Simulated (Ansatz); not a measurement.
`BC(=C)Cl` + NH₃ → `BN` + `C=CCl` at 700 K and 1 bar (ligand exchange at a B–C bond).

Isolated molecules relaxed with PBE0-D4/def2-TZVP in Ansatz; ΔE leaves out vibrations. CCSD(T)/CBS adds triple-zeta CCSD(T) − MP2 to the extrapolated MP2 energy (def2 sets, frozen cores). This one scheme is used for every species.

| species | CCSD(T)/CBS energy (Eh) | H − E (kJ/mol) | S (J/(mol·K)) |
| --- | --- | --- | --- |
| `BC(=C)Cl` | -563.04034 | 198.8 | 382.5 |
| NH₃ | -56.50880 | 116.9 | 226.5 |
| `BN` | -81.93499 | 163.7 | 282.2 |
| `C=CCl` | -537.65823 | 153.0 | 322.7 |

H − E and S are ideal-gas, rigid-rotor, harmonic terms from PBE0-D4/def2-TZVP. 1 Eh = 2625.50 kJ/mol, R = 8.31446 J/(mol·K).

Task: By hand: ΔE, ΔH, ΔS and ΔG.

Result: ΔE = (-81.93499) + (-537.65823) − (-563.04034) − (-56.50880) = -0.04408 Eh = -115.7 kJ/mol. Δ(H − E) = 163.7 + 153.0 − 198.8 − 116.9 = 1.0, so ΔH = -114.7 kJ/mol. ΔS = 282.2 + 322.7 − 382.5 − 226.5 = -4.1 J/(mol·K). ΔG = -114.7 − 700 × (-4.1)/1000 = -111.8 kJ/mol.

Task: By hand: the equilibrium constant, and the temperature at which ΔG would vanish if ΔH and ΔS stayed fixed.

Result: log₁₀ K = −ΔG/(RT ln 10) = 8.3. ΔG = 0 at ΔH/ΔS = 27976 K, far beyond where these terms or the molecules hold.

The number of gas molecules stays the same, so ΔS is small and ΔH decides. A doubt of 5 kJ/mol in ΔE shifts log₁₀ K by 0.4 here. These are equilibria of isolated gas molecules and say nothing of rates. Largest T1 diagnostic: 0.012 (customary marks: 0.02 for closed shells, 0.045 for open ones).
